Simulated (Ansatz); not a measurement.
The cluster Ag₂Pd. Total charge 0; triplet. Geometry PBE-D4/def2-TZVPD, that of the charge -1 doublet; atoms count from 1.

Cartesian coordinates in Å:
```
Pd 0.0018 -0.0040 -0.0038
Ag -0.8003 1.8245 1.7273
Ag 0.7985 -1.8204 -1.7236
```

In the def2 sets Ag, Pd take a core potential; there is no spin–orbit coupling. The structure comes from a short search, and lower isomers may exist.

Problem. Estimate the Mulliken populations from the PBE0/def2-TZVPD orbitals of Ansatz.

Solution. 
```tsv
atom	charge (e)	spin (α − β)	d electrons
Pd1	-0.10	0.85	9.36
Ag2	0.05	0.58	9.96
Ag3	0.05	0.57	9.96
```
Mulliken values and Mayer orders depend strongly on the basis. With diffuse functions, as here, like atoms can get unlike values, and bond orders can come out too low or too high.

Problem. Where does the spin sit?

Solution. Summed by element: Pd 0.85, Ag 1.15, of 2 unpaired in all. Largest on single atoms: Pd1 0.85, Ag2 0.58, Ag3 0.57.

Problem. And the Mayer bond orders between bonded heavy atoms (over 0.3)?

Solution. Pd1–Ag2 0.63 (2.64 Å); Pd1–Ag3 0.64 (2.63 Å).
